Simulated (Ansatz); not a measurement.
Several settings on one geometry of GaP₂ (that of the charge 0 doublet, PBE0-D4/def2-TZVP). Ansatz on 4 threads of Arm Neoverse V1 on a shared host; times are rough.

```xyz
3

Ga   -1.292    0.807    0.532
P     1.206    0.060    0.391
P     0.086   -0.868   -0.923
```

Totals from different functionals, basis sets or treatments of relativity can't be compared as stabilities.

DK, ANO-RCC and x2c sets are all-electron and run with scalar relativity unless a key says otherwise. Correlated methods freeze 19 core orbitals; core or outer-core shells of Ga are correlated, in sets that lack core-valence functions.

The spins typed aren't always the lowest for that charge.

Task: Give the basis size and estimate the energy, ⟨S²⟩, dipole and time of these runs.

| run | method | charge | state | further keys |
| --- | --- | --- | --- | --- |
| 1 | ROKS rPW86-PBE/def2-mTZVP | 0 | doublet | fitting: {mean_field: def2-universal-jkfit}; scf: {lower_state_search: off}; forces asked |
| 2 | UKS B2GP-PLYP/cc-pVDZ | 0 | doublet | scf: {omitted_lower_state_checks: [starts]}; forces asked |
| 3 | RKS ωPBEh/x2c-TZVPPall | 1 | singlet | nuclear_model: gaussian; scf: {omitted_lower_state_checks: [starts]}; forces asked |

Result: 
```json
{"run": "1", "functions": "80", "energy (Eh)": "-2609.0179", "⟨S²⟩": "–", "dipole (D)": "1.08", "wall time": "1.4 s"}
{"run": "2", "functions": "63", "energy (Eh)": "-2606.6129", "⟨S²⟩": "0.76", "dipole (D)": "0.78", "wall time": "4.1 s"}
{"run": "3", "functions": "132", "energy (Eh)": "-2627.4782", "⟨S²⟩": "–", "dipole (D)": "–", "wall time": "1.7 s"}
```

The restricted singlet is unstable towards broken spin symmetry in Hartree–Fock (as tested in another run); at RKS ωPBEh/x2c-TZVPPall this wasn't settled.
